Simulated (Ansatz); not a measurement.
`[NH2][Ge][Br]` + `[CH3][Ge]([CH3])([CH3])[Cl]` → `[NH2][Ge][Cl]` + `[CH3][Ge]([CH3])([CH3])[Br]`  (redistribution)

Gas-phase electronic energies from Ansatz, PBE0-D4/def2-TZVP geometries. CCSD(T)/CBS adds triple-zeta CCSD(T) − MP2 to the extrapolated MP2 energy (def2 sets, frozen cores). Functionals use def2-TZVPP. B3LYP here is the variant with VWN-RPA as its local correlation; programs differ in this. For Br, Ge outer-core shells are correlated without core-valence functions, which leaves a few kJ/mol of doubt a bond. Scalar relativity is left out up to krypton. Each species was taken in one conformer, which may not be the lowest.

```csv
level,ΔE (eV)
PBE-D4,0.01
revPBE-D4,0.02
r2SCANh-D4,0.01
B3LYP,0.02
r2SCAN0,0.01
LC-ωPBE,0.00
SCS-MP2/def2-TZVPP,-0.01
MP2/def2-QZVPP,-0.02
```

Problem. What does CCSD(T)/CBS give? (An estimate is asked.)

Solution. Computed: -0.01 eV. The listed levels differ from it by 0.02, 0.03, 0.02, 0.03, 0.02, 0.01, 0.00, -0.01 eV.

Largest T1 diagnostic among the species: 0.013.

Leaving LDA and LC-ωPBE aside and taking each functional with its dispersion term where it has one, the values, not all of them listed here, spread over 0.02 eV, from ωB97M-V to revPBE-D4. At CCSD(T), def2-SVP lies +0.04 eV from the extrapolated value and def2-TZVPP +0.01 eV.
